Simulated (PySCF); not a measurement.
Ti(12+) (titanium, charge +12): UHF calculation

Configuration: [Ne], closed-shell 1S. Computed with PySCF 2.14 in an even-tempered Gaussian basis (20 s from 1.8 bohr⁻², ratio 2.2; 12 p from 2.4 bohr⁻², ratio 2.2; 6 d from 14 bohr⁻², ratio 2.4; 5 f from 22 bohr⁻², ratio 2.4; 5 g from 32 bohr⁻², ratio 2.4), with scalar relativity by spin-free X2C-1e.

* Total energy: -795.019075 hartree
* One-electron energy: -957.1619 hartree
* Hartree (Coulomb) energy: 195.7012 hartree
* Exchange energy: -33.5584 hartree
* ⟨S²⟩: 0.0000
* ⟨L²⟩: 0.000
* Sum of ⟨r⟩: 2.478 bohr
* Sum of ⟨r²⟩: 0.8436 bohr²

```
shell  electrons  mean orbital energy (hartree)  rms radius, mean of both spins (bohr)
   1s          2                     -196.39306                                 0.0803
   2s          2                      -32.79938                                  0.345
   2p          6                      -29.08190                                  0.314
```

Densities and radii are taken from the X2C orbitals without a picture-change correction, which distorts them close to the nucleus.

Spin-orbit constants ζ (cm⁻¹) from the X2C one-electron operator on these orbitals: bare nucleus, nucleus screened by l(l+1)(2l+1)/3 electrons, and screened by the Breit-Pauli mean field of the electrons.

```csv
shell,bare,screened nucleus,mean field
2p,34270,31150,29820
```
